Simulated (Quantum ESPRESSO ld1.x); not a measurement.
Task: Pd2+, configuration [Kr] 4d8. All-electron calculation, scalar-relativistic Kohn-Sham, LDA (Slater exchange, Perdew-Wang correlation), spin-polarised, spherical densities, point nucleus; open shells are filled with parallel spins first. Program: ld1.x of Quantum ESPRESSO 7.5. Some entries of the table are withheld. Estimate them.

orbital  occ.  eigenvalue (hartree)  <r> (bohr)  <1/r> (bohr^-1)
1s up       1              -887.904     0.03188            48.19
1s down     1              -887.904     0.03188            48.19
2s up       1              -130.475      0.1385            10.93
2s down     1              -130.462      0.1385            10.93
2p up       3              -117.152      0.1207            10.58
2p down     3              -117.142      0.1207            10.58
3s up       1              -24.2744      0.3800            3.821
3s down     1              -24.2655      0.3800            3.821
3p up       3              -19.8961      0.3792            3.642
3p down     3              -19.8864      0.3792            3.642
3d up       5              -12.9209         (1)            3.418
3d down     5              -12.9080         (2)            3.418
4s up       1                   (3)      0.9418            1.465
4s down     1                   (4)      0.9411            1.467
4p up       3              -2.82483       1.033            1.315
4p down     3              -2.77314       1.033            1.316
4d up       5              -1.03566       1.370           0.9771
4d down     3              -0.98694       1.382           0.9712

Result: 
(1) 3d up <r> (bohr): 0.3579
(2) 3d down <r> (bohr): 0.3578
(3) 4s up eigenvalue (hartree): -4.08544
(4) 4s down eigenvalue (hartree): -4.03494
